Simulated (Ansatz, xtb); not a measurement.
## Isomers of C5H8Si2 in order of energy

7 gas-phase structures of C5H8Si2, from a drawn sample of its isomers (lower ones may exist). Each was relaxed with GFN2-xTB; where two conformers were screened, the lower at r2SCAN-D4/def2-SVP is listed:

A. `C#CCC#C[SiH2][SiH3]`, a singlet
B. `C#CC[SiH2]C#C[SiH3]`, a singlet
C. `C#C[SiH2]C#C[SiH2]C`, a singlet
D. `C#CC[Si@H]([SiH3])C#C`, a singlet
E. `C#C[SiH2][SiH2]C#CC`, a singlet
F. `CC#C[SiH2]C#C[SiH3]`, a singlet
G. `[SiH3]C#C[SiH2]C1C=C1`, a singlet

Q: Estimate their order in r2SCAN-D4/def2-SVP energy at these geometries, lowest first.

A: Calculated order at r2SCAN-D4/def2-SVP: C (0.0), F (0.7), E (9.2), B (11.8), D (19.6), A (25.4), G (29.9) kcal/mol. Less than 1 kcal/mol parts C and F, so the order within that pair means little.

Energies above the lowest of each column, in kcal/mol; the last columns are at PBE0-D3(BJ)/def2-SVP geometries and were run for some of them only (a dash: not run or not comparable):

```tsv
structure	GFN2-xTB	HF/STO-3G	r2SCAN-D4/def2-SVP	PBE0-D3(BJ)/def2-SVP	CCSD(T)/def2-SVP + ΔMP2/def2-TZVPP
C	13.0	0.0	0.0	0.0	0.0
F	0.0	2.7	0.7	0.7	4.0
E	13.7	11.1	9.2	6.2	13.0
B	8.0	15.0	11.8	10.5	14.3
D	21.7	24.1	19.6	15.3	–
A	11.5	28.4	25.4	–	–
G	29.4	45.0	29.9	–	–
```

CCSD(T)/def2-SVP + ΔMP2/def2-TZVPP puts C lowest of those it was run on; GFN2-xTB picks F. Flexible structures stand in one conformer each, not always the lowest. C keeps a small imaginary mode. B keeps a small imaginary mode. Frequencies (GFN2-xTB) were run for B, C, E, F alone. ΔMP2 is the change of the MP2 energy from the smaller to the larger basis.

Over these structures GFN2-xTB departs from r2SCAN-D4/def2-SVP by 5.5 kcal/mol on average once a common shift is removed. A GFN2-xTB relaxation took about 0.12 s and the r2SCAN-D4/def2-SVP energy about 1.8 s on a shared host (Ansatz 0.2.0, xtb 6.7.1).
